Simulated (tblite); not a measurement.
C7H10N2.
Geometry (GFN2-xTB, Å), atoms numbered from 1 in this order:
```xyz
19
C7H10N2 angstrom
C      2.9184   -0.5551    0.3597
N      2.1765   -0.0560   -0.7890
N      1.1601    0.8385   -0.4157
C     -0.1484    0.4655   -0.2005
C     -0.5245   -0.8622    0.0128
C     -1.8463   -1.1828    0.2598
C     -2.8163   -0.1977    0.3037
C     -2.4507    1.1234    0.0945
C     -1.1367    1.4544   -0.1578
H      3.3925    0.2950    0.8482
H      3.6900   -1.2305   -0.0037
H      2.2985   -1.0783    1.0972
H      1.7856   -0.8321   -1.3238
H      1.2996    1.7651   -0.7950
H      0.2116   -1.6530   -0.0134
H     -2.1175   -2.2166    0.4204
H     -3.8469   -0.4536    0.4965
H     -3.2007    1.9005    0.1219
H     -0.8548    2.4848   -0.3232
```

Computed with GFN2-xTB (tblite): harmonic, unscaled wavenumbers at the GFN2-xTB geometry, gas phase. This tight-binding method is rough: wavenumbers can miss measured ones by several per cent, in bad cases by 10 to 20. One conformer, not necessarily the lowest.

Harmonic wavenumbers (cm⁻¹): 62.4, 110.1, 155.4, 203.2, 253.9, 352.2, 376.0, 423.6, 468.3, 485.1, 582.6, 600.7, 652.9, 747.9, 771.8, 855.1, 858.4, 866.2, 919.3, 922.5, 975.7, 1003.1, 1086.8, 1113.3, 1127.3, 1133.7, 1181.9, 1182.2, 1206.7, 1265.2, 1304.6, 1342.2, 1354.1, 1392.5, 1411.2, 1451.9, 1472.8, 1491.8, 1495.8, 1582.7, 1611.7, 2913.7, 3022.0, 3031.1, 3065.0, 3066.6, 3077.2, 3079.6, 3095.4, 3275.4, 3391.4.

A = 4181, B = 1022, C = 858.0 MHz; mass 122.084 u (most abundant isotopes); point group C1, symmetry number 1.

Problem. What is the zero-point energy?

Solution. Half the sum of the wavenumbers: 34436 cm⁻¹ = 411.95 kJ/mol.

Problem. What is S at 200 K and 1 bar for an ideal gas of classical rigid rotors and harmonic oscillators?

Solution. Translation 160.48, rotation 115.78, vibration 55.36: S = 331.6 J/(mol K).

Problem. And Cp and H(200 K) − H(0)?

Solution. Cp = 103.96 J/(mol K), of which vibrations give 70.70 (their classical limit is 51 R = 424.0); H(200 K) − H(0) = 13.10 kJ/mol without the zero-point energy, 6.45 from vibrations.

Problem. Which modes carry the vibrational entropy at 200 K?

Solution. 62.4 cm⁻¹: 15.04; 110.1 cm⁻¹: 10.47; 155.4 cm⁻¹: 7.81; 203.2 cm⁻¹: 5.86; 253.9 cm⁻¹: 4.37; 352.2 cm⁻¹: 2.50 J/(mol K); the other 45 give 9.31 together.

Problem. Blend soft modes into free rotors: weight 1/[1 + (100 cm⁻¹/ν̃)⁴] for the oscillator and the rest for a rotor with moment μB/(μ + B), μ = h/(8π²ν), B = 10⁻⁴⁴ kg m². What vibrational entropy results?

Solution. 52.97 J/(mol K) in place of 55.36, which changes −T·S at 200 K by +0.48 kJ/mol.

Hindered rotation and anharmonicity are outside this model. Other conformers, if any are populated, would add a mixing term that is left out. The structure is chiral; the term R ln 2 for an equal mix with its mirror image is left out.
